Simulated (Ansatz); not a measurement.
The same group exchange along the group B, Al, Ga.

Calculated with Ansatz (gas phase, PBE0-D4/def2-TZVP geometries, no zero-point term in ΔE). CCSD(T)/CBS is the MP2 limit (def2-TZVPP, def2-QZVPP) plus CCSD(T) − MP2 in def2-TZVPP, frozen cores. Functionals use def2-TZVPP. For Ga outer-core shells are correlated without core-valence functions, which leaves a few kJ/mol of doubt a bond. Scalar relativity is left out up to krypton. Each species was taken in one conformer, which may not be the lowest.

| reaction | CCSD(T)/CBS(def2) (kcal/mol) |
| --- | --- |
| `B[Si](C)(C)F` + `CSS` → `BSC` + `C[Si](C)(F)S` | ? |
| `C[Si](C)(F)[AlH2]` + `CSS` → `C[S][AlH2]` + `C[Si](C)(F)S` | -54.8 |
| `C[Si](C)(F)[GaH2]` + `CSS` → `C[S][GaH2]` + `C[Si](C)(F)S` | -47.1 |

Fill in the missing values. (An estimate is asked.)

Computed: `B[Si](C)(C)F` + `CSS` → `BSC` + `C[Si](C)(F)S`: -55.5 kcal/mol.

Largest T1 diagnostic: 0.014, for `BSC`.
